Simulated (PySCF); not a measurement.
**Magnetic susceptibility: `CCCC(CF)CF`, C6H12F2**

Geometry:
```json
{"atom": "C1", "x (Å)": "2.818", "y (Å)": "0.113", "z (Å)": "-0.299"}
{"atom": "C2", "x (Å)": "1.443", "y (Å)": "0.645", "z (Å)": "0.090"}
{"atom": "C3", "x (Å)": "0.376", "y (Å)": "-0.440", "z (Å)": "-0.047"}
{"atom": "C4", "x (Å)": "-1.012", "y (Å)": "-0.010", "z (Å)": "0.439"}
{"atom": "C5", "x (Å)": "-1.930", "y (Å)": "-1.225", "z (Å)": "0.588"}
{"atom": "F6", "x (Å)": "-1.994", "y (Å)": "-1.928", "z (Å)": "-0.591"}
{"atom": "C7", "x (Å)": "-1.658", "y (Å)": "0.996", "z (Å)": "-0.513"}
{"atom": "F8", "x (Å)": "-2.795", "y (Å)": "1.519", "z (Å)": "0.060"}
{"atom": "H9", "x (Å)": "2.807", "y (Å)": "-0.254", "z (Å)": "-1.323"}
{"atom": "H10", "x (Å)": "3.110", "y (Å)": "-0.706", "z (Å)": "0.354"}
{"atom": "H11", "x (Å)": "3.567", "y (Å)": "0.897", "z (Å)": "-0.222"}
{"atom": "H12", "x (Å)": "1.199", "y (Å)": "1.495", "z (Å)": "-0.548"}
{"atom": "H13", "x (Å)": "1.469", "y (Å)": "1.000", "z (Å)": "1.123"}
{"atom": "H14", "x (Å)": "0.689", "y (Å)": "-1.309", "z (Å)": "0.537"}
{"atom": "H15", "x (Å)": "0.305", "y (Å)": "-0.756", "z (Å)": "-1.090"}
{"atom": "H16", "x (Å)": "-0.931", "y (Å)": "0.457", "z (Å)": "1.426"}
{"atom": "H17", "x (Å)": "-1.554", "y (Å)": "-1.918", "z (Å)": "1.347"}
{"atom": "H18", "x (Å)": "-2.953", "y (Å)": "-0.921", "z (Å)": "0.831"}
{"atom": "H19", "x (Å)": "-0.999", "y (Å)": "1.843", "z (Å)": "-0.718"}
{"atom": "H20", "x (Å)": "-1.962", "y (Å)": "0.515", "z (Å)": "-1.448"}
```

Method used: PySCF 2.14.0, GIAO PBE0/pcSseg-1 magnetisability, rotational g tensor and spin-rotation constants, non-relativistic, gas phase. Geometry: GFN2-xTB.

Q: What are the magnetisability and the molar susceptibility?

A: Isotropic -1346 × 10⁻³⁰ J/T², or -81.1 × 10⁻⁶ cm³/mol; principal values -1439, -1335, -1265 × 10⁻³⁰ J/T², anisotropy 151 × 10⁻³⁰ J/T² (root of half the summed squared differences of the principal values). The susceptibility is in cgs units.

Q: Split it along the inertial axes a, b, c into diamagnetic and paramagnetic parts about the centre of mass, with the quadrupole moment.

A: 
| axis | χ (10⁻⁶ cm³/mol) | diamagnetic (10⁻⁶ cm³/mol) | paramagnetic (10⁻⁶ cm³/mol) | summed x² of all electrons (Å²) | quadrupole Θ (D Å) |
| --- | --- | --- | --- | --- | --- |
| a | -83.0 | -547.3 | 464.2 | 254.2 | -2.31 |
| b | -79.1 | -1207.9 | 1128.7 | 98.5 | -3.60 |
| c | -81.0 | -1496.7 | 1415.6 | 30.5 | +5.92 |

Anisotropies 2χaa − χbb − χcc = -5.9 and 2χbb − χaa − χcc = +5.8 × 10⁻⁶ cm³/mol. Θ is traceless in Buckingham's convention.

Q: And the rotational g tensor?

A: 
```csv
axis,rotational constant (GHz),g,nuclear part,electronic part
a,2.5878,-0.0084,0.5560,-0.5644
b,1.1051,-0.0052,0.5808,-0.5860
c,0.8501,-0.0055,0.5599,-0.5654
```
Asymmetric top; isotopes 12C, 19F, 1H; no vibrational averaging.
